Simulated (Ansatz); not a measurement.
`BBO` + `O=[C](O)[GeH3]` → `BO[C](=O)[GeH3]` + `BO` at 400 K and 1 bar (cleavage of the B–B bond).

Isolated molecules relaxed with PBE0-D4/def2-TZVP in Ansatz; ΔE leaves out vibrations. CBS: MP2 limit from def2 TZ/QZ plus the TZ coupled-cluster correction, frozen cores. This one scheme is used for every species. For Ge outer-core shells are correlated without core-valence functions, which leaves a few kJ/mol of doubt a bond. Scalar relativity is left out up to krypton. Each species was taken in one conformer, which may not be the lowest.

```json
{"species": "`BBO`", "CCSD(T)/CBS energy (Eh)": "-127.16606", "H − E (kJ/mol)": "145.0", "S (J/(mol·K))": "290.9"}
{"species": "`O=[C](O)[GeH3]`", "CCSD(T)/CBS energy (Eh)": "-2266.90720", "H − E (kJ/mol)": "150.8", "S (J/(mol·K))": "358.6"}
{"species": "`BO[C](=O)[GeH3]`", "CCSD(T)/CBS energy (Eh)": "-2292.31995", "H − E (kJ/mol)": "186.4", "S (J/(mol·K))": "392.1"}
{"species": "`BO`", "CCSD(T)/CBS energy (Eh)": "-101.80414", "H − E (kJ/mol)": "108.2", "S (J/(mol·K))": "244.0"}
```

H − E and S are ideal-gas, rigid-rotor, harmonic terms from PBE0-D4/def2-TZVP, for one conformer and one mirror image of each species. 1 Eh = 2625.50 kJ/mol, R = 8.31446 J/(mol·K).

Question: By hand: ΔE, ΔH, ΔS and ΔG.

Answer: ΔE = (-2292.31995) + (-101.80414) − (-127.16606) − (-2266.90720) = -0.05083 Eh = -133.5 kJ/mol. Δ(H − E) = 186.4 + 108.2 − 145.0 − 150.8 = -1.2, so ΔH = -134.7 kJ/mol. ΔS = 392.1 + 244.0 − 290.9 − 358.6 = -13.4 J/(mol·K). ΔG = -134.7 − 400 × (-13.4)/1000 = -129.3 kJ/mol.

Question: By hand: the equilibrium constant, and the temperature at which ΔG would vanish if ΔH and ΔS stayed fixed.

Answer: log₁₀ K = −ΔG/(RT ln 10) = 16.9. ΔG = 0 at ΔH/ΔS = 10052 K, far beyond where these terms or the molecules hold.

The number of gas molecules stays the same, so ΔS is small and ΔH decides. A doubt of 5 kJ/mol in ΔE shifts log₁₀ K by 0.7 here. Other conformers and mirror images would add mixing entropy, several J/(mol·K) or more a flexible species. Modes under 60 cm⁻¹, often nearly free rotors, make the harmonic entropy too high. These are equilibria of isolated gas molecules and say nothing of rates. Largest T1 diagnostic: 0.015 (customary marks: 0.02 for closed shells, 0.045 for open ones).
